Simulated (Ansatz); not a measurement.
`C[BH][GeH2][SiH3]` + `CNCOC` → `CBCOC` + `C[NH][GeH2][SiH3]`  (formal exchange of groups at a B–Ge bond)

Isolated molecules relaxed with PBE0-D4/def2-TZVP in Ansatz; ΔE leaves out vibrations. CBS: MP2 limit from def2 TZ/QZ plus the TZ coupled-cluster correction, frozen cores. Functionals use def2-TZVPP. For Ge outer-core shells are correlated without core-valence functions, which leaves a few kJ/mol of doubt a bond. Scalar relativity is left out up to krypton. Each species was taken in one conformer, which may not be the lowest.

| level | ΔE (kcal/mol) | difference from CCSD(T)/CBS |
| --- | --- | --- |
| PBE-D4 | -6.6 | 1.2 |
| r2SCAN-D4 | -7.5 | 0.3 |
| ωB97X-V | -8.1 | -0.3 |
| PBE | -6.7 | 1.1 |
| MP2/def2-TZVPP | -8.7 | -0.9 |
| CCSD/def2-TZVPP | -8.2 | -0.4 |
| CCSD(T)/def2-TZVPP | -7.8 | 0.0 |
| MP2/def2-QZVPP | -8.8 | -1.0 |
| SCS-MP2/def2-QZVPP | -9.4 | -1.6 |
| HF/CBS(def2) | -10.8 | -3.0 |
| CCSD(T)/CBS | -7.8 | 0 |

Largest T1 diagnostic among the species: 0.012.

In def2-TZVPP, CCSD(T) changes the Hartree–Fock value by +2.6 kcal/mol (the triples alone add +0.4 kcal/mol) and MP2 by +1.7 kcal/mol.
